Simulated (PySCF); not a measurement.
Simulated absorption spectrum

Species: C₆H₁₁N₂ (charge +1).
Cartesian coordinates in Å at the PBE0-D3(BJ)/def2-SVP level; atoms count from 1:
```xyz
19
C6H11N2 angstrom
C     -2.8678    0.6663    0.1918
C     -1.9176   -0.4941   -0.0930
C     -0.4818   -0.1577    0.1071
C      0.5932   -0.2180   -0.7386
N      1.7032    0.2187   -0.0457
C      3.0512    0.3070   -0.5861
C      1.3360    0.5426    1.1889
N      0.0252    0.3212    1.2983
H     -2.8148    1.0025    1.2393
H     -2.6521    1.5298   -0.4539
H     -3.9054    0.3564    0.0078
H     -2.1688   -1.3612    0.5422
H     -2.0314   -0.8384   -1.1307
H      0.6509   -0.5371   -1.7761
H      3.0620    0.9970   -1.4402
H      3.7286    0.6816    0.1898
H      3.3848   -0.6879   -0.9091
H      1.9911    0.9197    1.9718
H     -0.5165    0.4867    2.1416
```

Computed, not measured: PySCF 2.14.0, density-fitted response routines, TDDFT PBE0/def2-SVPD, vertical, gas phase, core orbitals frozen in the response.

Computed states:

```json
{"state": "S1", "E (eV)": "6.03", "f": "0.136"}
{"state": "S2", "E (eV)": "7.12", "f": "0.081"}
{"state": "S3", "E (eV)": "7.29", "f": "0.0003"}
{"state": "S4", "E (eV)": "7.67", "f": "0.040"}
{"state": "S5", "E (eV)": "7.91", "f": "0.0045"}
{"state": "S6", "E (eV)": "7.94", "f": "0.040"}
```

Broadening: Gaussians 0.25 eV wide at half height, area fixed by f = 4.319×10⁻⁹ ∫ε dν̃. The width is an assumption, not a result. The curve ends short of the highest state used, and states not computed would add to its high-energy end.

(1) Give the broadened spectrum and its maxima.

(2) On this curve, what absorbance would a 10⁻⁴ mol/L sample give at 193 nm over a 1 cm path?

(3) Coming from long wavelengths, where does ε first pass 100 L mol⁻¹ cm⁻¹?

Results:

(1) 
(λ (nm), ε (L mol⁻¹ cm⁻¹)): (168.9, 1076), (171.1, 4348), (173.3, 8325), (175.4, 7792), (177.6, 3720), (179.8, 939), (182.0, 131), (184.2, 11), (186.4, 1), (188.5, 0), (190.7, 1), (192.9, 15), (195.1, 152), (197.3, 916), (199.4, 3276), (201.6, 8085), (203.8, 13176), (206.0, 14552), (208.2, 11159), (210.4, 6078), (212.5, 2522), (214.7, 748), (216.9, 167), (219.1, 29)

Maxima: 205 nm (6.03 eV), ε about 15000, made up of S1 (100%); 174 nm (7.12 eV), ε about 8800, made up of S2 (100%) (ε in L mol⁻¹ cm⁻¹; maxima over ε = 5, shares over 10%).

(2) 193 nm is 6.424 eV, where ε is about 17 L mol⁻¹ cm⁻¹, so A = ε c l ≈ 0.0017 (Beer–Lambert, with the gas-phase spectrum and the assumed width).

(3) At about 218 nm (5.70 eV), 0.33 eV below S1.

One conformer stands for the species.
